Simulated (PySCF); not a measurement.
**Dipole moment and polarisability of As(SMe)3**

Compound: As(SMe)3, C₃H₉AsS₃.
Geometry (PBE0-D3(BJ)/def2-SVP, Å), atoms numbered from 1 in this order:
```xyz
16
C3H9AsS3 angstrom
As     0.0004    0.0615    0.2137
S      1.8429    0.5750   -0.9647
C      3.0530   -0.4047   -0.0270
H      3.0992   -0.0994    1.0284
H      4.0316   -0.2176   -0.4913
H      2.8257   -1.4780   -0.0993
S     -1.4122    1.3678   -0.9406
C     -1.2973    2.8702    0.0779
H     -1.5687    2.6751    1.1255
H     -2.0164    3.5867   -0.3439
H     -0.2903    3.3082    0.0249
S     -0.4384   -1.8468   -0.8820
C     -1.7611   -2.4929    0.1857
H     -1.4231   -2.6192    1.2244
H     -2.0337   -3.4781   -0.2185
H     -2.6459   -1.8415    0.1533
```

Level: CAM-B3LYP/def2-SVPD (PySCF), static field, nuclei fixed, core orbitals frozen in the response. The polarisability tensor in these axes (au):

```
x   154.38  -1.53  -1.54
y    -1.53 155.94  -1.09
z    -1.54  -1.09 107.39
```

Task: Give the principal values, the mean and the anisotropy Δα = √{½[(α1 − α2)² + (α2 − α3)² + (α1 − α3)²]}.

Result: Principal values 107.32, 153.51 and 156.88 au; mean 139.24 au = 20.63 Å³ = 22.96 × 10⁻⁴⁰ C²·m²/J; Δα = 47.97 au (34 % of the mean).

Task: What is the dipole moment, and where does it point?

Result: (-0.03, -0.08, 2.83) D, 2.83 D in size, pointing from the negative to the positive side. Measured along this direction, the outermost atoms are S2 and S7 at the negative end and H14 at the positive end.

Task: What are the principal values of the traceless quadrupole moment, Θ = ½Σq(3rr − r²1), about the centre of nuclear charge?

Result: -8.94, 3.57, 5.37 D·Å. The values depend on the origin, since the dipole doesn't vanish. The electronic extent ⟨r²⟩ about the same centre is 1947 bohr², a root-mean-square distance of 2.25 Å for the 108 electrons.

Task: Refractivity n − 1 of an ideal gas of it at 350 K and 1 atm, from the electronic α?

Result: N = p/kT = 2.0968 × 10¹⁹ cm⁻³, so n − 1 = 2π × N × 20.63 × 10⁻²⁴ cm³ = 2718 × 10⁻⁶ at long wavelengths, for an ideal gas.

Task: Find the Langevin capture rate constant for O2+ (31.990 u) meeting this molecule (215.908 u), k = 2.342 × 10⁻⁹ cm³/s × √(α in Å³ / reduced mass in u).

Result: The reduced mass is 27.86 u, so k = 2.02 × 10⁻⁹ cm³/s. The formula leaves out the permanent dipole, which adds to the capture rate.

One conformer (not necessarily the lowest) at the PBE0-D3(BJ)/def2-SVP geometry, without solvent, vibrations or thermal averaging. The calculation is non-relativistic, for arsenic too.
